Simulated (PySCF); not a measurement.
Species: C8H8O2.
Bonds: O1–C2 (double), C2–C3, C3–C4 (double), C4–C5, C5–C6 (double), C6–C7, C7–O8, C6–C9, C9–C10 (double), C2–C10. Hydrogens: H11 on C3; H12 on C4; H13 on C5; H14, H15 on C7; H16 on O8; H17 on C9; H18 on C10.

NICS = −σ at a ghost point: NICS(0) at the centroid of the ring atoms, NICS(1) 1 Å to either side along the normal of their mean plane, zz for the tensor component along that normal. Level: GIAO PBE0/pcSseg-1 (PySCF, non-relativistic, gas phase) on the GFN2-xTB geometry, one conformer.

Ring bond lengths (Å), with Mayer bond orders in brackets: C2–C3 1.459 (1.11), C3–C4 1.351 (1.66), C4–C5 1.419 (1.25), C5–C6 1.359 (1.60), C6–C9 1.427 (1.17), C9–C10 1.348 (1.69), C10–C2 1.463 (1.09).

Problem. Give the NICS values of each ring in ppm.

Solution. 
```
                 ring                                                          type  NICS(0)  NICS(1), two faces  NICS(1)zz, two faces  rms pucker (Å)  centre to ring atoms, mean (Å)
C2–C3–C4–C5–C6–C9–C10  7-membered carbocycle; bonds drawn aromatic by RDKit's count      1.4         -2.9 / -3.1           -5.6 / -6.0            0.06                            1.61
```

Problem. What can be read from them?

Solution. 
- C2–C3–C4–C5–C6–C9–C10: mean NICS(1)zz -5.8 ppm, shielded. The ring is puckered (0.06 Å rms).

Problem. What does the geometric index give? HOMA takes Krygowski's 1993 parameters.

Solution. 
- C2–C3–C4–C5–C6–C9–C10: HOMA 0.38 = 1 − EN − GEO, with mean bond length 1.404 Å, EN = α(Ropt − mean)² = 0.064 and GEO = α × variance = 0.556.

Problem. List the ring angles and the Hirshfeld charges of the ring atoms.

Solution. 
- C2–C3–C4–C5–C6–C9–C10: C2 120.8° (+0.119 e), C3 130.8° (-0.039 e), C4 129.7° (-0.027 e), C5 128.9° (-0.046 e), C6 126.7° (+0.007 e), C9 129.9° (-0.031 e), C10 131.4° (-0.033 e); sum 898.3° against 900° for a flat convex ring.

Problem. How shielded are the nuclei of the rings and their hydrogens (means over atoms taken as equivalent)?

Solution. 
```json
{"atoms": "C2", "environment": "ring carbonyl carbon", "σ isotropic (ppm)": "-1.1", "principal values of the symmetric part, first atom (ppm)": "-82.2, -19.7, 98.4"}
{"atoms": "C3", "environment": "unsaturated ring CH carbon", "σ isotropic (ppm)": "35.1", "principal values of the symmetric part, first atom (ppm)": "-55.8, 31.2, 129.8"}
{"atoms": "C4", "environment": "unsaturated ring CH carbon", "σ isotropic (ppm)": "46.7", "principal values of the symmetric part, first atom (ppm)": "-75.5, 49.6, 165.9"}
{"atoms": "C5", "environment": "unsaturated ring CH carbon", "σ isotropic (ppm)": "52.2", "principal values of the symmetric part, first atom (ppm)": "-57.0, 44.3, 169.3"}
{"atoms": "C6", "environment": "unsaturated ring carbon", "σ isotropic (ppm)": "29.9", "principal values of the symmetric part, first atom (ppm)": "-71.8, 11.2, 150.5"}
{"atoms": "C9", "environment": "unsaturated ring CH carbon", "σ isotropic (ppm)": "48.8", "principal values of the symmetric part, first atom (ppm)": "-66.3, 53.7, 159.1"}
{"atoms": "C10", "environment": "unsaturated ring CH carbon", "σ isotropic (ppm)": "34.2", "principal values of the symmetric part, first atom (ppm)": "-56.9, 29.5, 130.0"}
{"atoms": "H11", "environment": "hydrogen on carbon", "σ isotropic (ppm)": "24.57", "principal values of the symmetric part, first atom (ppm)": "21.9, 23.3, 28.5"}
{"atoms": "H12", "environment": "hydrogen on carbon", "σ isotropic (ppm)": "24.35", "principal values of the symmetric part, first atom (ppm)": "21.1, 23.5, 28.4"}
{"atoms": "H13", "environment": "hydrogen on carbon", "σ isotropic (ppm)": "24.22", "principal values of the symmetric part, first atom (ppm)": "20.6, 21.9, 30.2"}
{"atoms": "H17", "environment": "hydrogen on carbon", "σ isotropic (ppm)": "24.91", "principal values of the symmetric part, first atom (ppm)": "21.6, 23.0, 30.1"}
{"atoms": "H18", "environment": "hydrogen on carbon", "σ isotropic (ppm)": "24.57", "principal values of the symmetric part, first atom (ppm)": "21.7, 23.2, 28.8"}
```

On an Intel Xeon at 2.50 GHz with one thread, shared host, this took 3.5 min wall, 1.8 min CPU and 0.93 GiB of memory at its peak. This is the whole shielding run at PBE0/pcSseg-1, SCF included.

The values belong to the conformer `[O:1]=[c:2]1[cH:3][cH:4][cH:5][c:6]([CH2:7][OH:8])[cH:9][cH:10]1`: C5–C6–C7–O8 -16°, H–O8–C7–C6 -64°.
